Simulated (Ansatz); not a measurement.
One change: `O[SiH2][GaH][Br]` becomes `[NH2][GaH][SiH2]O`.

Ansatz, PBE0-D4/def2-TZVP geometries, multiplicity 1. Each molecule was computed in one conformer, which needn't be the lowest.

Scalar relativity is left out up to krypton. Spin–orbit coupling is left out; it splits and shifts lone-pair levels of the heavy atoms by tenths of an eV.

```json
{"property": "LUMO energy (PBE0/def2-TZVPP) / eV", "`O[SiH2][GaH][Br]`": "-2.08"}
{"property": "HOMO energy (PBE0/def2-TZVPP) / eV", "`O[SiH2][GaH][Br]`": "-7.55"}
{"property": "HOMO–LUMO gap (ωB97M-V/def2-TZVPP) / eV", "`O[SiH2][GaH][Br]`": "9.25"}
{"property": "HOMO–LUMO gap (PBE0/def2-TZVPP) / eV", "`O[SiH2][GaH][Br]`": "5.46"}
{"property": "LUMO energy (PBE/def2-TZVPP) / eV", "`O[SiH2][GaH][Br]`": "-2.83"}
{"property": "HOMO energy (ωB97M-V/def2-TZVPP) / eV", "`O[SiH2][GaH][Br]`": "-9.60"}
```

(1) What does the change do to each property? (Estimate.)

Answers

(1) The calculation gave: 
| property | `[NH2][GaH][SiH2]O` | shift |
| --- | --- | --- |
| LUMO energy (PBE0/def2-TZVPP) / eV | -1.17 | 0.91 |
| HOMO energy (PBE0/def2-TZVPP) / eV | -7.39 | 0.16 |
| HOMO–LUMO gap (ωB97M-V/def2-TZVPP) / eV | 10.03 | 0.78 |
| HOMO–LUMO gap (PBE0/def2-TZVPP) / eV | 6.22 | 0.76 |
| LUMO energy (PBE/def2-TZVPP) / eV | -1.93 | 0.90 |
| HOMO energy (ωB97M-V/def2-TZVPP) / eV | -9.48 | 0.12 |

With PBE0 the HOMO rises by 0.16 eV and the LUMO rises by 0.91 eV, so the gap widens by about 0.75 eV. PBE moves the HOMO by 0.31 eV and ωB97M-V by 0.12 eV.

Positive LUMOs are unbound, so they and the gaps depend on the basis.
